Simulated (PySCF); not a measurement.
# Mn¹⁵⁺ (manganese, charge +15): Hartree-Fock from Schrödinger to Dirac-Coulomb-Breit

Occupied: 1s1/2, 2s1/2, 2p1/2, 2p3/2. Hartree-Fock calculated with PySCF 2.14 in an uncontracted even-tempered set (20 s from 0.94 bohr⁻², ratio 2.3; 14 p from 1.1 bohr⁻², ratio 2.3), Gaussian nucleus throughout. NR is non-relativistic, sf-X2C the spin-free one-electron X2C Hamiltonian, X2C adds the bare one-electron spin-orbit term, X2C-SNSO screens it by Boettger's factors, DC is four-component Dirac-Coulomb, and the Gaunt and Breit terms are added at first order (total energies over the DC spinors, levels after relaxing the spinors in that mean field). QED terms are absent. Levels marked empty are virtual spinors of this ion.

```tsv
Hamiltonian	E (hartree)	E − E(DC) (hartree)	CPU seconds
NR	-1046.4543	7.4134	0.33
sf-X2C	-1053.7098	0.1580	0.17
X2C	-1053.7270	0.1408	0.22
X2C-SNSO	-1053.7243	0.1434	0.23
DC	-1053.8678	0.0000	11
DC+Gaunt	-1053.4496	0.4181	20
DC+Breit	-1053.4836	0.3841	65
```

```csv
level (eV),NR,sf-X2C,X2C,X2C-SNSO,DC,DC+Gaunt,DC+Breit
1s1/2,-7031.7,-7086.5,-7086.5,-7086.5,-7089.3,-7082.4,-7082.8
2s1/2,-1247.8,-1260.5,-1260.5,-1260.5,-1260.8,-1260.3,-1260.3
2p1/2,-1135.6,-1138.6,-1146.7,-1146.0,-1146.1,-1145.1,-1145.2
2p3/2,-1135.6,-1138.6,-1134.6,-1134.9,-1135.1,-1134.5,-1134.6
3s1/2 (empty),-431.51,-434.59,-434.59,-434.59,-434.64,-434.52,-434.53
3p1/2 (empty),-399.76,-400.82,-402.42,-402.29,-402.30,-402.10,-402.13
3p3/2 (empty),-399.76,-400.82,-400.04,-400.10,-400.13,-400.00,-400.03
```

```
interval (eV)    X2C  X2C-SNSO     DC  DC+Gaunt  DC+Breit
2p3/2 − 2p1/2  12.06     11.09  10.97     10.68     10.68
3p3/2 − 3p1/2  2.378     2.186  2.168     2.104     2.104
```

Weight of the small component: 1s1/2 0.00808, 2s1/2 0.00152, 2p1/2 0.00149, 2p3/2 0.00147, 3s1/2 0.000466, 3p1/2 0.000449, 3p3/2 0.000445.

Koopmans' value for the highest occupied level at DC+Breit: 1134.6 eV, against an ionisation energy of 1133.7 ± 0.6 eV (semi-empirical (NIST evaluation); NIST Atomic Spectra Database, ionization energies); the former lacks relaxation, correlation, QED and recoil.

The whole ladder took 99 s of wall time on 1 thread of Intel(R) Xeon(R) Platinum 8488C (shared host), launched as `OMP_NUM_THREADS=1 python relrun2.py TASK.json OUT` (a driver that calls PySCF for each Hamiltonian).
